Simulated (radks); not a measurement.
Results of a calculation; reference values are marked as such.
The tin ion Sn4+, 46 electrons, occupied as [Kr] 4d10. Level of theory: scalar-relativistic Kohn-Sham, r2SCAN, spin-polarised, spherical densities, finite nucleus; meta-GGA in the generalised Kohn-Sham scheme; Fermi nuclear charge, rms radius 4.6519 fm (a radial shooting solver on a logarithmic mesh with Libxc functionals).

Unscreened Slater integrals over Kohn-Sham orbitals (cm^-1). They are taken over the spin-up orbitals.

integral,value
"F0(4d,4d)",186110
"F2(4d,4d)",94119
"F4(4d,4d)",62159
"F0(4d,4p)",202110
"F2(4d,4p)",102090
"G1(4d,4p)",129610
"G3(4d,4p)",79910
"F0(4d,4s)",208100
"G2(4d,4s)",97609
"F0(4p,4p)",223030
"F2(4p,4p)",117330
"F0(4p,4s)",231170
"G1(4p,4s)",157460
"F0(4s,4s)",240410
